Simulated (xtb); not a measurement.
xtb job for Al(F)(I)(OMe) (CH3AlFIO), SMILES C[O][Al]([F])[I], GFN2-xTB. 

```
$ xtb mol.xyz --gfn 2 --sp --chrg 0 --uhf 0 --json
$ cat mol.xyz
8

Al     0.83780174    -0.02753915    -0.80294215
F      2.11112054     0.96103104    -1.13110784
I     -0.70669468     0.49069836     1.08175921
O      0.58662818    -1.35564702    -1.72065167
C      0.34032102    -2.50551789    -2.48313162
H      0.04450218    -2.21860066    -3.49357403
H      1.24517167    -3.11355525    -2.53301837
H     -0.46131514    -3.08784447    -2.02442438
```

Output:

```
[banner left out]
          |                Calculation Setup                |
           -------------------------------------------------



           -------------------------------------------------
          |                 G F N 2 - x T B                 |
           -------------------------------------------------

        Reference                      10.1021/acs.jctc.8b01176
      * Hamiltonian:
        H0-scaling (s, p, d)           1.850000    2.230000    2.230000
        zeta-weighting                 0.500000
      * Dispersion:
        s8                             2.700000
        a1                             0.520000
        a2                             5.000000
        s9                             5.000000
      * Repulsion:
        kExp                           1.500000    1.000000
        rExp                           1.000000
      * Coulomb:
        alpha                          2.000000
        third order                    shell-resolved
        anisotropic                    true
        a3                             3.000000
        a5                             4.000000
        cn-shift                       1.200000
        cn-exp                         4.000000
        max-rad                        5.000000


          ...................................................
          :                      SETUP                      :
          :.................................................:
          :  # basis functions                  35          :
          :  # atomic orbitals                  33          :
          :  # shells                           15          :
          :  # electrons                        30          :
          :  max. iterations                   250          :
          :  Hamiltonian                  GFN2-xTB          :
          :  restarted?                      false          :
          :  GBSA solvation                  false          :
          :  PC potential                    false          :
          :  electronic temp.          300.0000000     K    :
          :  accuracy                    1.0000000          :
          :  -> integral cutoff          0.2500000E+02      :
          :  -> integral neglect         0.1000000E-07      :
          :  -> SCF convergence          0.1000000E-05 Eh   :
          :  -> wf. convergence          0.1000000E-03 e    :
          :  Broyden damping             0.4000000          :
          :  net charge                          0          :
          :  unpaired electrons                  0          :
          ...................................................

 iter      E             dE          RMSdq      gap      omega  full diag
   1    -17.6061792 -0.176062E+02  0.131E+01    4.58       0.0  T
   2    -17.6528147 -0.466355E-01  0.791E+00    3.93       1.0  T
   3    -17.6561055 -0.329075E-02  0.376E+00    4.03       1.0  T
   4    -17.6630588 -0.695335E-02  0.149E+00    3.91       1.0  T
   5    -17.6630334  0.253906E-04  0.896E-01    4.18       1.0  T
   6    -17.6637871 -0.753645E-03  0.742E-01    3.95       1.0  T
   7    -17.6642763 -0.489246E-03  0.358E-01    4.02       1.0  T
   8    -17.6643019 -0.256188E-04  0.150E-01    4.06       1.0  T
   9    -17.6643098 -0.783585E-05  0.179E-01    4.02       1.0  T
  10    -17.6643376 -0.278688E-04  0.304E-02    4.03       1.2  T
  11    -17.6643358  0.179986E-05  0.325E-02    4.05       1.1  T
  12    -17.6643392 -0.336729E-05  0.404E-03    4.04       8.7  T
  13    -17.6643392 -0.134317E-07  0.387E-03    4.04       9.1  T
  14    -17.6643393 -0.271442E-07  0.337E-04    4.04     104.9  T
  15    -17.6643393 -0.157385E-10  0.176E-04    4.04     200.4  T

   *** convergence criteria satisfied after 15 iterations ***

         #    Occupation            Energy/Eh            Energy/eV
      -------------------------------------------------------------
         1        2.0000           -0.8198203             -22.3084
       ...           ...                  ...                  ...
         9        2.0000           -0.5198541             -14.1460
        10        2.0000           -0.5189333             -14.1209
        11        2.0000           -0.4716799             -12.8351
        12        2.0000           -0.4557805             -12.4024
        13        2.0000           -0.4552027             -12.3867
        14        2.0000           -0.4430017             -12.0547
        15        2.0000           -0.4378476             -11.9144 (HOMO)
        16                         -0.2894323              -7.8759 (LUMO)
        17                         -0.1608311              -4.3764
        18                         -0.1047558              -2.8506
        19                         -0.0713283              -1.9409
        20                         -0.0553851              -1.5071
       ...                                ...                  ...
        33                          1.3512116              36.7683
      -------------------------------------------------------------
                  HL-Gap            0.1484153 Eh            4.0386 eV
             Fermi-level           -0.3636399 Eh           -9.8951 eV

 SCC (total)                   0 d,  0 h,  0 min,  0.008 sec
 SCC setup                      ...        0 min,  0.000 sec (  0.963%)
 Dispersion                     ...        0 min,  0.000 sec (  0.427%)
 classical contributions        ...        0 min,  0.000 sec (  0.164%)
 integral evaluation            ...        0 min,  0.001 sec ( 14.074%)
 iterations                     ...        0 min,  0.005 sec ( 56.182%)
 molecular gradient             ...        0 min,  0.002 sec ( 26.906%)
 printout                       ...        0 min,  0.000 sec (  1.110%)

         :::::::::::::::::::::::::::::::::::::::::::::::::::::
         ::                     SUMMARY                     ::
         :::::::::::::::::::::::::::::::::::::::::::::::::::::
         :: total energy             -17.558222051460 Eh    ::
         :: gradient norm              0.000125080063 Eh/a0 ::
         :: HOMO-LUMO gap              4.038586024094 eV    ::
         ::.................................................::
         :: SCC energy               -17.664334340313 Eh    ::
         :: -> isotropic ES            0.070606509856 Eh    ::
         :: -> anisotropic ES         -0.000560271341 Eh    ::
         :: -> anisotropic XC         -0.011183317776 Eh    ::
         :: -> dispersion             -0.004367187206 Eh    ::
         :: repulsion energy           0.106112288853 Eh    ::
         :: add. restraining           0.000000000000 Eh    ::
         :: total charge               0.000000000000 e     ::
         :::::::::::::::::::::::::::::::::::::::::::::::::::::

           -------------------------------------------------
          |                Property Printout                |
           -------------------------------------------------

    * Orbital Energies and Occupations

         #    Occupation            Energy/Eh            Energy/eV
      -------------------------------------------------------------
         1        2.0000           -0.8198203             -22.3084
       ...           ...                  ...                  ...
         3        2.0000           -0.7103482             -19.3296
         4        2.0000           -0.6452494             -17.5581
         5        2.0000           -0.5695409             -15.4980
         6        2.0000           -0.5538799             -15.0718
         7        2.0000           -0.5536501             -15.0656
         8        2.0000           -0.5252606             -14.2931
         9        2.0000           -0.5198541             -14.1460
        10        2.0000           -0.5189333             -14.1209
        11        2.0000           -0.4716799             -12.8351
        12        2.0000           -0.4557805             -12.4024
        13        2.0000           -0.4552027             -12.3867
        14        2.0000           -0.4430017             -12.0547
        15        2.0000           -0.4378476             -11.9144 (HOMO)
        16                         -0.2894323              -7.8759 (LUMO)
        17                         -0.1608311              -4.3764
        18                         -0.1047558              -2.8506
        19                         -0.0713283              -1.9409
        20                         -0.0553851              -1.5071
        21                         -0.0432581              -1.1771
        22                         -0.0024141              -0.0657
        23                          0.0253571               0.6900
        24                          0.0548682               1.4930
        25                          0.0838282               2.2811
        26                          0.1250388               3.4025
       ...                                ...                  ...
        33                          1.3512116              36.7683
      -------------------------------------------------------------
                  HL-Gap            0.1484153 Eh            4.0386 eV
             Fermi-level           -0.3636399 Eh           -9.8951 eV

     #   Z          covCN         q      C6AA      α(0)
     1  13 Al       2.247     0.474   115.908    23.716
     2   9 F        0.672    -0.247    11.756     4.047
     3  53 I        0.829    -0.087   378.079    33.567
     4   8 O        1.586    -0.342    19.790     6.003
     5   6 C        3.635     0.046    20.175     6.464
     6   1 H        0.924     0.052     2.297     2.370
     7   1 H        0.924     0.052     2.293     2.368
     8   1 H        0.924     0.052     2.295     2.369

 Mol. C6AA /au·bohr⁶  :       2151.526918
 Mol. C8AA /au·bohr⁸  :     130293.859255
 Mol. α(0) /au        :         80.904335


Wiberg/Mayer (AO) data.
largest (>0.10) Wiberg bond orders for each atom

 ---------------------------------------------------------------------------
     #   Z sym  total        # sym  WBO       # sym  WBO       # sym  WBO
 ---------------------------------------------------------------------------
     1  13 Al   3.885 --     4 O    1.357     3 I    1.251     2 F    1.231
     2   9 F    1.319 --     1 Al   1.231
     3  53 I    1.366 --     1 Al   1.251
     4   8 O    2.408 --     1 Al   1.357     5 C    0.956
     5   6 C    3.937 --     8 H    0.981     7 H    0.980     6 H    0.980
                             4 O    0.956
     6   1 H    0.997 --     5 C    0.980
     7   1 H    0.997 --     5 C    0.980
     8   1 H    0.997 --     5 C    0.981
 ---------------------------------------------------------------------------

Topologies differ in total number of bonds
Writing topology from bond orders to xtbtopo.mol

molecular dipole:
                 x           y           z       tot (Debye)
 q only:       -0.387      -0.727      -0.266
   full:        0.367      -1.006      -1.211       4.110
molecular quadrupole (traceless):
                xx          xy          yy          xz          yz          zz
 q only:       -4.785      -2.056       3.274       2.787       4.622       1.511
  q+dip:       -4.410      -0.991       5.038       6.512       2.234      -0.628
   full:       -4.972      -2.526       5.159       8.188       1.454      -0.187


           -------------------------------------------------
          | TOTAL ENERGY              -17.558222051460 Eh   |
          | GRADIENT NORM               0.000125080063 Eh/α |
          | HOMO-LUMO GAP               4.038586024094 eV   |
           -------------------------------------------------

------------------------------------------------------------------------
Note: The following floating-point exceptions are signalling: IEEE_DENORMAL
normal termination of xtb
------------------------------------------------------------------------
 total:
 SCF:
```

Self-consistency was reached.

Cost: roughly 0.03 core-seconds.
